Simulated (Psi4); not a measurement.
C₄H₇, doublet (typed; the unrestricted solution is spin-contaminated), at a GFN2-xTB geometry. Base run: HF/6-31G (Psi4).

Here is a job for Psi4.
```
memory 2 GB

molecule {
0 2
  C    -0.19495187    0.15685852    1.40366555
  C    -0.00119422    0.08240982    0.04378401
  H    -0.29377985    1.10630927    1.89854694
  H    -0.25392347   -0.72596582    2.01373916
  C     0.07590634    1.21165371   -0.74090455
  H     0.22795896    1.14765059   -1.80292646
  H    -0.01487156    2.19324052   -0.31204544
  C     0.11066686   -1.26726994   -0.61376699
  H     0.38726064   -2.03093733    0.10821526
  H    -0.84735425   -1.54391310   -1.05326649
  H     0.85214687   -1.24829667   -1.40893108
}

set basis 6-31g
set reference uhf
set stability_analysis check
set scf_type pk

energy('scf')
print_variables()
```

The bond that is stretched is that between atoms 9 and 8. A test that says stable can miss a lower solution.

The base run was repeated with changes; each row names its change, and settings that it needs were set with it.

```
change                                                     ΔE vs base (mEh)  <S^2>
---------------------------------------------------------  ----------------  -----
base                                                                  0.000  0.966
stability_analysis = follow; reference = uhf                          0.000  0.966
bond × 1.25                                                          31.572  0.968
stability_analysis = follow; reference = uhf; bond × 1.25            31.572  0.968
bond × 1.5                                                           83.314  1.016
stability_analysis = follow; reference = uhf; bond × 1.5             83.314  1.016
bond × 1.8                                                            143.4  0.971
stability_analysis = follow; reference = uhf; bond × 1.8              125.9  1.549
bond × 2.2                                                            208.3  0.972
stability_analysis = follow; reference = uhf; bond × 2.2              136.3  1.875
bond × 3.0                                                            294.2  0.974
stability_analysis = follow; reference = uhf; bond × 3.0              140.6  1.977
```

Psi4 reported an instability in these rows: bond × 1.8; stability_analysis = follow; reference = uhf; bond × 1.8; bond × 2.2; stability_analysis = follow; reference = uhf; bond × 2.2; bond × 3.0; stability_analysis = follow; reference = uhf; bond × 3.0 (restricted rows aren't judged here).

On stretching, the SCF can end on different states; <S^2> shows the spin contamination of each.
